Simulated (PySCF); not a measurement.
An unknown gives this computed stick spectrum. The calculation used PySCF, TDDFT B3LYP/def2-SVPD, vertical, gas phase, core orbitals frozen in the response. Geometries: PBE0-D3(BJ)/def2-SVP, one conformer each.

```json
{"state": "S1", "λ (nm)": "242.1", "f": "0.057"}
{"state": "S2", "λ (nm)": "226.4", "f": "0.207"}
{"state": "S3", "λ (nm)": "219.1", "f": "0.048"}
{"state": "S4", "λ (nm)": "217.8", "f": "0.049"}
{"state": "S5", "λ (nm)": "202.8", "f": "0.016"}
{"state": "S6", "λ (nm)": "200.6", "f": "0.0009"}
{"state": "S7", "λ (nm)": "195.3", "f": "0.436"}
{"state": "S8", "λ (nm)": "192.1", "f": "0.059"}
{"state": "S9", "λ (nm)": "181.1", "f": "0.0097"}
{"state": "S10", "λ (nm)": "179.3", "f": "0.0037"}
```

Question: Which structure fits? All have the formula C6H11NSi2.
A. `[SiH3]N([SiH3])[C@@]12[C@@H]3[C@H]4[C@@H]3[C@@H]1[C@H]42`
B. `N#C/C=C/C[SiH2]/C=C/[SiH3]`
C. `[SiH3]N(CC#CC#CC)[SiH3]`
D. `[Si@H](C1CC1)(C#N)/C=C/[SiH3]`

Answer: B. Its S1 lies at 5.12 eV; the nearest of the others has S1 at 5.63 eV. S1 is HOMO→LUMO+1 (64%), HOMO→LUMO (33%). Löwdin shares by element: HOMO carbon 54% or more, nitrogen 18% (atoms not listed hold the other 28%); LUMO carbon 55% or more, nitrogen 12% (atoms not listed hold the other 34%). At the same level the other candidates give, for their lowest levels:
- `[SiH3]N([SiH3])[C@@]12[C@@H]3[C@H]4[C@@H]3[C@@H]1[C@H]42`: 220 nm (f 0.007); 218 nm (f 0.012); 209 nm (f 0.002); 207 nm (f 0.004); 199 nm (f 0.001); T1 5.47 eV; HOMO -6.44, LUMO 0.04 eV
- `N#C[Si@@H](/C=C/[SiH3])C1CC1`: 220 nm (f 0.016); 199 nm (f 0.514); 191 nm (f 0.058); 189 nm (f 0.002); 184 nm (f 0.009); T1 4.06 eV; HOMO -7.99, LUMO -1.51 eV
- `CC#CC#CCN([SiH3])[SiH3]`: 275 nm (f 0.000); 265 nm (f 0.005); 261 nm (f 0.000); 228 nm (f 0.047); 215 nm (f 0.001); T1 3.74 eV; HOMO -6.68, LUMO -0.81 eV

Shape of the structure used: `[N:1]#[C:2]/[CH:3]=[CH:4]/[CH2:5][SiH2:6]/[CH:7]=[CH:8]/[SiH3:9]`: C3–C4–C5–Si6 -95°, C4–C5–Si6–C7 66°, C5–Si6–C7–C8 -85°.
Triplets come from the Tamm–Dancoff approximation.
